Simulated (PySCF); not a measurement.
**Vibration and rotation of RbCl⁺**

UHF-CCSD(T) constants of RbCl⁺, ²Π (doublet), unpaired electrons π ↑ (basis Rb def2-SVP with ECP28, Cl def2-SVP; scalar-relativistic core potentials; PySCF 2.14; masses 84.9118 and 34.9689 u):

* ωe: 93.1 cm⁻¹
* ωexe: 1.28 cm⁻¹
* Be: 0.058125 cm⁻¹
* αe: 0.000792 cm⁻¹
* De to Rb⁺ + Cl: 0.258 eV

Task: What force constant and bond length do these constants imply?

Result: Reduced mass μred = 24.769 u; k = 5.8918×10⁻⁷·μred·ωe² (u, cm⁻¹, mdyn/Å) = 0.126 mdyn/Å; Re = √(16.8576/(μred·Be)) (u, cm⁻¹, Å) = 3.422 Å.

Task: Estimate the centrifugal constant D from the Kratzer relation and find the Dunham coefficient a1.

Result: D = 4Be³/ωe² = 9.06e-08 cm⁻¹; a1 = −1 − αeωe/(6Be²) = -4.64.

Correlated steps freeze 5 core orbitals. The bond is weak. Basis-set superposition, not corrected here, can be much of De in a small basis, most of all at correlated wavefunction levels. Spin–orbit coupling is left out. For an ion De counts to the pair picked by the measured ionisation energies or electron affinities, which need not be the lowest pair at this level. The state is the lowest determinant that a PBE0 search found; another state may lie lower at other levels.
